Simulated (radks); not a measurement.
Numerical settings for the boron ion B+, [He] 2s2. Calculated with a radial shooting solver on a logarithmic mesh with Libxc functionals: Dirac Kohn-Sham, PBE, spin-unpolarised, spherical densities, point nucleus. The defaults (mesh step 0.008 in ln r, mesh end at 40 bohr or more with all orbitals vanishing there, Anderson mixing 0.5 over 9 steps, residual threshold near 1e-9 with the energy settled to 1e-9 hartree or 1e-11 of itself, here a cap of 54 iterations) give E = -24.3011 hartree and 2s1/2 at -19.511 eV in 13 iterations. Times are rough (one thread of a shared host). Changes against that run (0 stands for a change within the tolerance of the run):

setting,iterations,converged,E (mhartree),e(2s1/2) (meV),CPU (s)
mesh step in ln r 0.08,23,yes,-0.00163,0,0.02
mesh step in ln r 0.03,13,yes,0,0,0.02
mesh step in ln r 0.02,13,yes,0,0,0.02
mesh end (bohr) 400,13,yes,0,0,0.05
mesh end (bohr) 1,13,level above zero,+1.87e+04,+2.79e+05,0.03
residual threshold 1e-16,54,no,0,0,0.14
residual threshold 1e-13,18,yes,0,0,0.06
mixing 0.01,16,yes,0,0,0.05
"linear mixing, mixing 0.2",54,no,0,-0.0202,0.13
"linear mixing, mixing 0.5",30,yes,0,0,0.08
mixing history 20,13,yes,0,0,0.04
iteration cap 5,5,no,0,+4.95,0.02

Settled on a wrong energy, with an occupied level pushed above zero by the early mesh end: mesh end (bohr) 1 (+18.7 hartree). Apart from these: no run marked as converged misses the energy by more than 1 mhartree. A mesh that ends early acts as a hard wall.
